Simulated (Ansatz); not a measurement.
`NB[SiH2]O`, charge 0, multiplicity 1.

Give a relaxed structure at PBE0-D4/def2-TZVP (the Gaussian-basis code of Ansatz). (An estimate is asked.)

Ansatz gave: 
Cartesian coordinates in Å:
```
N -0.280 0.572 1.790
B -0.481 -0.265 0.704
Si 0.646 -0.105 -0.963
O -0.264 -0.099 -2.353
H -0.811 0.509 2.644
H 0.407 1.309 1.806
H -1.346 -1.094 0.807
H 1.647 -1.218 -1.002
H 1.418 1.169 -1.008
H -0.936 -0.778 -2.425
```
This is one stationary point; other conformers may exist.
